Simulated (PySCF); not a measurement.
C₃HCl₃F₃ (doublet state).
Z-matrix (Å and degrees, GFN2-xTB geometry), rows numbered from 1:
```
F 
C   1  1.3263
F   2  1.3312  1  110.51
C   2  1.4865  1  120.94  3   142.23
F   4  1.3693  2  110.11  1    72.70
C   4  1.5599  2  114.97  1   -48.74
Cl  6  1.7776  4  108.33  2  -174.40
Cl  6  1.7745  4  108.77  2   -55.88
Cl  6  1.7671  4  111.12  2    65.46
H   4  1.0994  2  108.03  1  -170.46
```

The hyperfine couplings belong to this conformer and change with its torsions.

As a line formula: `F[C](F)[C@H](F)C(Cl)(Cl)Cl` [radical].

Computed, not measured: PySCF, UKS B3LYP, pcH-1 on C Cl F H, non-relativistic, mean-field spin-orbit, GIAO. Geometry: GFN2-xTB, one conformer, isolated molecule. The geometry wasn't refined by DFT: couplings that depend on bond lengths, twists or pyramidal angles can differ widely from those at the functional's own minimum. Stability of the SCF solution: not tested.

(1) Give the principal g shifts and their parts.

(2) What are the electron Larmor frequencies g μB B/h along the three axes at 350 mT?

(3) Average each term over the three axes. Which is largest in size?

(4) In a frozen sample, at which fields do the three g values resonate at 9.5, 34, 94 and 263 GHz (hyperfine left aside), and which band first spreads them over more than twice a line width of 0.3 mT?

Results:

(1) 
```
                    Δg (ppm)     1     2     3
relativistic mass correction  -260  -260  -260
            gauge correction    22    30     7
   orbital Zeeman/spin–orbit   -65  2248  3078
                       total  -303  2017  2825
```

So g = 2.00202, 2.00434, 2.00514 and g_iso = 2.00383; the tensor is rhombic: the two nearest values differ by 26 % of g3 − g1. Axes: g2 points within 13° of the F1–C2 bond.

(2) 9.8072, 9.8186, 9.8226 GHz for g1, g2 and g3, a range of 15.3 MHz.

(3) The orbital-Zeeman/spin–orbit term 1753, the mass correction -260 and the gauge correction 20 ppm, for a total of 1513 ppm. The orbital-Zeeman/spin–orbit term is the largest in size. The mass correction is the same along every axis, so the anisotropy comes from the other two: their spans along these axes are 23 (gauge) and 3143 ppm (orbital Zeeman/spin–orbit).

(4) 
```csv
band,GHz,B(g3) mT,B(g2) mT,B(g1) mT,spread mT
X,9.5,338.51,338.64,339.03,0.53
Q,34.0,1211.50,1211.98,1213.39,1.89
W,94.0,3349.43,3350.78,3354.66,5.23
J,263.0,9371.28,9375.05,9385.92,14.64
```

The spread grows in proportion to the frequency. Q band is the first where it exceeds 0.6 mT.

Largest spin populations (Mulliken): C2 (+0.83), F1 (+0.06) and F3 (+0.06). C2 is the only atom above +0.15. The angles at C2 add up to 348.5°, so it is slightly pyramidal.

The HOMO–LUMO gaps are 5.59 eV among the α and 5.99 eV among the β orbitals.
